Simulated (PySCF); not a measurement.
**Electric field gradients and quadrupole coupling constants**

Compound: C₆H₆N (charge -1).
Numbering: `[C-:1]#[C:2][CH2:3][C@@H:4]([CH3:5])[C:6]#[N:7]` (hydrogens: H8, H9 on C3; H10 on C4; H11, H12, H13 on C5)

Cartesian coordinates in Å at the GFN2-xTB level; atoms count from 1:
```
atom  x, y, z in Å
C1    -2.109   -1.628    1.611
C2    -1.654   -0.875    0.754
C3    -1.146    0.019   -0.307
C4     0.266    0.576    0.079
C5     1.239   -0.583    0.301
C6     0.720    1.453   -0.954
N7     0.997    2.140   -1.841
H8    -1.049   -0.508   -1.274
H9    -1.817    0.881   -0.472
H10    0.160    1.146    1.013
H11    1.464   -1.080   -0.643
H12    0.749   -1.298    0.964
H13    2.174   -0.243    0.750
```

Field gradients from the PBE0/pcSseg-1 density (PySCF, non-relativistic), principal values in atomic units, ordered |Vxx| ≤ |Vyy| ≤ |Vzz|:

```csv
atom,Vxx,Vyy,Vzz
N7,0.4177,0.4561,-0.8739
```

Find the asymmetry η = (Vxx − Vyy)/Vzz and the couplings χ = eQV/h (234.96 MHz × Q in barn × V in au), with Q(14N) = 0.02044 b.

```csv
atom,environment,nucleus,η,χzz (MHz),χxx (MHz),χyy (MHz)
N7,nitrile nitrogen,14N,0.04,-4.197,2.006,2.191
```

The gradient is axial or nearly so (η below 0.05) at N7. The tensor is traceless: Vxx + Vyy + Vzz = 0.

What is Vzz at N7 in SI units (1 au = 9.71736 × 10²¹ V/m²)?

-0.8739 au = -8.492 × 10²¹ V/m².

And the gradient at the other heavy atoms, for which no coupling is worked out here?

| atom | environment | Vzz (au) | η |
| --- | --- | --- | --- |
| C1 | carbon bonded to C | -0.768 | 0.09 |
| C2 | carbon bonded to 2 C | -0.127 | 0.09 |
| C3 | propargylic carbon | 0.156 | 0.05 |
| C4 | sp3 carbon next to a nitrile | 0.176 | 0.13 |
| C5 | methyl carbon | 0.131 | 0.97 |
| C6 | nitrile carbon | -0.476 | 0.02 |

Were the hydrogens deuterons (Q(2H) = 0.00286 b), χzz would run from 191 kHz (H8 and H9) to 211 kHz (H13).

One conformer (not necessarily the lowest) at the GFN2-xTB geometry, without solvent, vibrations or thermal averaging. The pcSseg-1 basis has no diffuse functions, a weakness for an anion. GFN2-xTB bond lengths can be off by several hundredths of an ångström, more for odd bonds, and the gradients follow them. With a basis this small, the couplings can be 20 % off.
